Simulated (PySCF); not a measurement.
Compound: C6H4N2.
Geometry (PBE0-D3(BJ)/def2-SVP, Å), atoms numbered from 1 in this order:
```
atom  x, y, z in Å
N1     3.2251    0.4419   -0.0883
C2     2.0740    0.3113   -0.1114
C3     0.6501    0.1488   -0.1399
C4    -0.1947    1.2651   -0.1218
C5    -1.5698    1.0442   -0.1507
N6    -2.1208   -0.1654   -0.1943
C7    -1.3117   -1.2208   -0.2112
C8     0.0780   -1.1281   -0.1858
H9     0.2140    2.2760   -0.0861
H10   -2.2581    1.8966   -0.1376
H11   -1.7911   -2.2054   -0.2470
H12    0.7036   -2.0218   -0.2010
```

All values: PBE0/pcSseg-1 and CAM-B3LYP/def2-SVPD (PySCF, non-relativistic), on one gas-phase PBE0-D3(BJ)/def2-SVP geometry that isn't relaxed in the solvent. The solvent is an IEF-PCM continuum (van der Waals radii × 1.2). Specific hydrogen bonds and non-electrostatic terms are outside this model.

Gas phase at PBE0/pcSseg-1: HOMO -8.15 eV, LUMO -2.26 eV, dipole 2.00 D.

Problem. What does the continuum do to the energy, the frontier levels and the dipole at PBE0/pcSseg-1 in chloroform and water?

Solution. 
```tsv
solvent	ε	E(solvent) − E(gas) (kcal/mol)	polarisation term (kcal/mol)	distortion of the solute (kcal/mol)	HOMO (eV)	LUMO (eV)	dipole (D)
chloroform	4.711	-5.43	-6.15	0.72	-8.07	-2.14	2.36
water	78.36	-7.67	-9.13	1.46	-8.07	-2.11	2.44
```

Polarisation term: ½ Σ q·V over the induced surface charges. Distortion: the rise of the solute's own energy as its density leaves the gas-phase optimum. From chloroform to water the lowering changes by a factor 1.41, Onsager's factor (ε − 1)/(2ε + 1) by 1.38 and ε itself by 16.6.

Problem. Which radius a makes the point-dipole formula ΔE = −[(ε − 1)/(2ε + 1)]·μ²/a³ give the value in water, with the gas-phase dipole?

Solution. μ = 0.788 au and |ΔE| = 0.01223 Eh give a = 1.55 Å; the farthest nucleus lies 3.44 Å from the centroid of the nuclei, so such a sphere wouldn't even hold the nuclei. The formula assumes a rigid point dipole at the centre of a sphere.

Problem. Give the dipole vector in the frame of the coordinates (D, pointing from negative to positive charge), gas and water.

Solution. Gas (-1.99, -0.23, -0.04), solvent (-2.43, -0.28, -0.05). Its length changes by +22 % and its direction by less than 1°.

Problem. Which Hirshfeld charges (PBE0/pcSseg-1) respond most in chloroform (means over atoms taken as equivalent)?

Solution. 
| atoms | environment | gas (e) | solvent (e) | change |
| --- | --- | --- | --- | --- |
| N1 | nitrile nitrogen | -0.201 | -0.240 | -0.039 |
| N6 | pyridine-type nitrogen | -0.148 | -0.167 | -0.019 |
| C2 | nitrile carbon | +0.082 | +0.095 | +0.013 |
| H9/H12 | aromatic hydrogen | +0.067 | +0.077 | +0.010 |
| C4/C8 | aromatic CH carbon | -0.034 | -0.027 | +0.007 |
| H10/H11 | aromatic hydrogen | +0.061 | +0.067 | +0.006 |

Problem. Which Mayer bond orders change most in chloroform?

Solution. 
```
 bond  length (Å)    gas  solvent  change
C5–N6       1.330  1.470    1.459  -0.011
N6–C7       1.330  1.470    1.459  -0.011
C7–C8       1.393  1.400    1.410  +0.010
C4–C5       1.393  1.400    1.409  +0.009
N1–C2       1.159  3.020    3.029  +0.009
C2–C3       1.433  1.035    1.043  +0.008
C8–C3       1.400  1.360    1.352  -0.008
C3–C4       1.400  1.360    1.353  -0.007
```

Gas phase at CAM-B3LYP/def2-SVPD: HOMO -9.59 eV, LUMO -1.21 eV, dipole 2.07 D.

Problem. What does the continuum do to the energy, the frontier levels and the dipole at CAM-B3LYP/def2-SVPD in chloroform and water?

Solution. 
```tsv
solvent	ε	E(solvent) − E(gas) (kcal/mol)	polarisation term (kcal/mol)	distortion of the solute (kcal/mol)	HOMO (eV)	LUMO (eV)	dipole (D)
chloroform	4.711	-5.50	-6.30	0.80	-9.40	-1.08	2.40
water	78.36	-7.80	-9.43	1.63	-9.32	-1.05	2.47
```

The atom shares or the degeneracy of the HOMO differ from the gas phase in chloroform and water, so that column needn't follow one orbital.

Problem. How does the static polarisability (CAM-B3LYP/def2-SVPD, frozen core, with the continuum's full static response) change?

Solution. 
| medium | isotropic (au) | principal values (au) | ⟨r²⟩ of the electrons (bohr²) |
| --- | --- | --- | --- |
| gas | 78.3 | 45.1, 81.9, 107.8 | 894.0 |
| chloroform | 98.9 | 54.9, 104.4, 137.2 | 895.5 |
| water | 109.3 | 61.3, 115.9, 150.6 | 896.2 |

The isotropic value in water is 1.40 times the gas-phase one; no cavity-field correction is applied. ⟨r²⟩ is taken about the centre of nuclear charge.

Cost: about 40 s of CPU time on one thread; the machine was shared, so the figure is rough. This is the whole shielding run at PBE0/pcSseg-1 in water, SCF included.
